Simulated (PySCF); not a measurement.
**Gas-phase XPS of `ClB(Cl)[SiH]1[SiH2][SiH2][SiH2]1`, computed**

Compound: BCl2H7Si4.
Geometry (PBE0-D3(BJ)/def2-SVP, Å), atoms numbered from 1 in this order:
```xyz
14
BCl2H7Si4 angstrom
Cl    -3.886    0.906    0.129
B     -2.140    0.929    0.205
Cl    -1.343    2.467    0.505
Si    -0.995   -0.698   -0.037
Si     0.735   -0.098   -1.541
Si     1.992    0.724    0.287
Si     0.648   -0.644    1.669
H     -1.773   -1.951   -0.272
H      0.387    0.815   -2.673
H      1.390   -1.332   -2.081
H      3.456    0.416    0.274
H      1.793    2.184    0.529
H      1.288   -1.991    1.805
H      0.232   -0.154    3.019
```

The calculation used delta-SCF UKS SCAN, pcX-2 on the ionised atom, pcseg-1 elsewhere, spin-free X2C in PySCF. Vertical ΔSCF values, vacuum level as zero.

List the computed XPS lines with their assignment.

```json
{"atom(s)": "Si4", "bonded to": "H, B and 2 Si", "level": "Si 2p3/2", "binding energy (eV)": "105.97", "2p1/2 (eV)": "106.59", "above the level's lowest (eV)": "0.00", "count": "1"}
{"atom(s)": "Si6", "bonded to": "2 H and 2 Si", "level": "Si 2p3/2", "binding energy (eV)": "106.15", "2p1/2 (eV)": "106.77", "above the level's lowest (eV)": "+0.18", "count": "1"}
{"atom(s)": "Si5/Si7", "bonded to": "2 H and 2 Si", "level": "Si 2p3/2", "binding energy (eV)": "106.16", "2p1/2 (eV)": "106.78", "above the level's lowest (eV)": "+0.19", "count": "2"}
{"atom(s)": "B2", "bonded to": "2 Cl and Si", "level": "B 1s", "binding energy (eV)": "197.60", "2p1/2 (eV)": "–", "above the level's lowest (eV)": "0.00", "count": "1"}
{"atom(s)": "Cl1/Cl3", "bonded to": "B", "level": "Cl 2p3/2", "binding energy (eV)": "206.27", "2p1/2 (eV)": "207.92", "above the level's lowest (eV)": "0.00", "count": "2"}
{"atom(s)": "Si4", "bonded to": "H, B and 2 Si", "level": "Si 1s", "binding energy (eV)": "1845.61", "2p1/2 (eV)": "–", "above the level's lowest (eV)": "0.00", "count": "1"}
{"atom(s)": "Si6", "bonded to": "2 H and 2 Si", "level": "Si 1s", "binding energy (eV)": "1845.83", "2p1/2 (eV)": "–", "above the level's lowest (eV)": "+0.22", "count": "1"}
{"atom(s)": "Si5/Si7", "bonded to": "2 H and 2 Si", "level": "Si 1s", "binding energy (eV)": "1845.86", "2p1/2 (eV)": "–", "above the level's lowest (eV)": "+0.25", "count": "2"}
{"atom(s)": "Cl1/Cl3", "bonded to": "B", "level": "Cl 1s", "binding energy (eV)": "2828.86", "2p1/2 (eV)": "–", "above the level's lowest (eV)": "0.00", "count": "2"}
```

The listed Si 1s values span 0.25 eV, from Si4 (bonded to H, B and 2 Si) to Si5/Si7 (bonded to 2 H and 2 Si). Summing the Pauling electronegativity differences to the bonded atoms, each weighted by its formal bond order, gives +0.44 for the lowest site and +0.60 for the highest; no listed site has a larger sum than the highest. The values 1845.83 and 1845.86 eV lie too close for their order to be trusted.

The 3 Si 2p3/2 values lie within 0.19 eV of each other.

Give the binding energy of Si 1s of Si6 in hartree and in kJ/mol.

1845.83 eV = 67.8330 Eh = 178096 kJ/mol.

What is the longest wavelength that can ionise Si 1s of Si6 vertically?

λ = hc/E = 12398.42 eV Å / 1845.83 eV = 6.717 Å.

Topologically equivalent atoms share the value of their first member; where this conformer doesn't relate them by symmetry, their own values could differ. Spin contamination (⟨S²⟩ against 0.75 for a pure doublet) is marked for B 1s of B2 (0.96), which makes this value less certain. The 2p values aren't plain energy differences: one relaxed spin-free 2p hole is combined with a matrix within the shell (ground-state 2p orbital-energy differences and spin–orbit coupling). 2p3/2, the mean of its two sublevels, lies a third of the splitting below the shell's mean and 2p1/2 two thirds above it; the statistical areas are 2:1. 2p1/2 minus 2p3/2 (ligand field included): Cl 1.65 eV, Si 0.62 eV. Isolated species at its PBE0-D3(BJ)/def2-SVP geometry (one conformer only).
